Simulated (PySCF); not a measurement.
# Frontier orbitals and the lowest excitations

Compound: C4H5N3OS.
Bonds: C1–S2, S2–C3, C3–N4 (aromatic), N4–N5 (aromatic), N5–N6 (aromatic), N6–C7 (aromatic), C7–C8, C8–O9 (double), C3–C7 (aromatic). Hydrogens: H10, H11, H12 on C1; H13 on N4; H14 on C8.

The calculation used TDDFT CAM-B3LYP/def2-SVPD, vertical, gas phase, core orbitals frozen in the response in PySCF 2.14.0, density-fitted response routines. Geometry: GFN2-xTB, one conformer, isolated molecule.

Kohn–Sham orbitals with the atoms that hold most of them (Löwdin shares over 4%, at most four atoms; ? is withheld):

```json
{"orbital": "HOMO-3", "ε (eV)": "-10.16", "atoms": "N4 19%, C7 16%, S2 15%, N6 11%"}
{"orbital": "HOMO-2", "ε (eV)": "-9.65", "atoms": "N6 36%, N5 22%, O9 10%, C7 9%"}
{"orbital": "HOMO-1", "ε (eV)": "-9.33", "atoms": "?"}
{"orbital": "HOMO", "ε (eV)": "-8.31", "atoms": "S2 43%, C7 12%, C3 11%, N5 11%"}
{"orbital": "LUMO", "ε (eV)": "?", "atoms": "?"}
{"orbital": "LUMO+1", "ε (eV)": "0.58", "atoms": "S2 23%, N5 22%, N6 16%, N4 11%"}
{"orbital": "LUMO+2", "ε (eV)": "0.65", "atoms": "S2 38%, H13 15%, N5 13%, N4 10%"}
```

Give the leading atoms of the HOMO-1.

O9 (bonded to C) 53%; C8 (bonded to C, O and H) 12%; C7 (bonded to 2 C and N) 8%; N5 (bonded to 2 N) 7%. By element: oxygen 53%, carbon 20% or more, nitrogen 7% or more.

Which atoms hold the LUMO, and with what shares?

C8 (bonded to C, O and H) 25%; O9 (bonded to C) 21%; C3 (bonded to C, N and S) 17%; C7 (bonded to 2 C and N) 10%. By element: carbon 52% or more, oxygen 21%.

What is the LUMO energy, and the HOMO–LUMO gap?

ε(LUMO) = -0.81 eV; the gap is 7.50 eV (0.2756 hartree).

How does S1 compare with the orbital gap of 7.50 eV?

S1 is at 4.06 eV (f = 0.0023), 3.44 eV below the gap, made of HOMO-1→LUMO (78%), HOMO-2→LUMO (9%). Its leading pair isn't HOMO and LUMO; the energies of that pair differ by 8.52 eV. Without the coupling terms of the response equations the lowest excitation would equal the gap.

One configuration dominates each of S1, S2 and S3. Which, and how do the shares of the two leading atoms of either orbital change from the occupied to the empty one?

- S1 (4.06 eV, f 0.0023), HOMO-1→LUMO (78%): O9 53% → 21%, C8 12% → 25%
- S2 (4.65 eV, f 0.147), HOMO→LUMO (90%): S2 43% → at most 11%, C7 12% → 10%, C8 at most 11% → 25%, O9 at most 11% → 21%
- S3 (5.44 eV, f 0.013), HOMO-2→LUMO (80%): N6 36% → at most 11%, N5 22% → at most 11%, C8 at most 10% → 25%, O9 10% → 21%

Löwdin shares depend on the basis, the more so with diffuse functions.
